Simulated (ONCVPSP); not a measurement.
## u(r) = r·R(r): atom against pseudo-atom (iron (Fe))

Columns: radius, all-electron u(r) and pseudo u(r) of the 3p shell (level -59.92 eV) of iron in the configuration [Ne] 3s2 3p6 3d6 4s2; PBEsol, scalar-relativistic, ONCV scheme, ONCVPSP 4.0.1.

| r (bohr) | all-electron | pseudo |
| --- | --- | --- |
| 0.080 | -0.4494 | 0.0397 |
| 0.160 | -0.5936 | 0.1527 |
| 0.240 | -0.3108 | 0.3220 |
| 0.320 | 0.1239 | 0.5227 |
| 0.400 | 0.5315 | 0.7263 |
| 0.480 | 0.8404 | 0.9057 |
| 0.560 | 1.0381 | 1.0411 |
| 0.640 | 1.1379 | 1.1218 |
| 0.720 | 1.1632 | 1.1478 |
| 0.800 | 1.1360 | 1.1270 |
| 0.880 | 1.0752 | 1.0713 |
| 0.960 | 0.9951 | 0.9939 |
| 1.040 | 0.9057 | 0.9055 |
| 1.120 | 0.8141 | 0.8140 |
| 1.200 | 0.7246 | 0.7245 |
| 1.280 | 0.6400 | 0.6399 |
| 1.360 | 0.5619 | 0.5618 |
| 1.440 | 0.4908 | 0.4907 |
| 1.520 | 0.4270 | 0.4269 |
| 1.600 | 0.3702 | 0.3702 |
| 1.680 | 0.3201 | 0.3200 |
| 1.760 | 0.2762 | 0.2761 |
| 1.840 | 0.2378 | 0.2377 |
| 1.920 | 0.2044 | 0.2044 |
| 2.000 | 0.1755 | 0.1754 |
| 2.080 | 0.1505 | 0.1504 |

(1) How many radial nodes do the two functions have?

(2) At about which radius was the pseudo-wave matched?

(3) Is the pseudo-wave norm-conserving?

Answers

(1) The all-electron 3p function has n − l − 1 = 1; the pseudo-wave has 0, since the states of the same l below it are removed with the core.

(2) 1.15 bohr. The columns agree to 0.0005 from 1.04 bohr on; several derivatives are matched, so the curves merge somewhat inside the radius.

(3) Yes: the ONCV scheme keeps the norm inside the radius equal to the all-electron one, which fixes the energy derivative of the logarithmic derivative at the level.
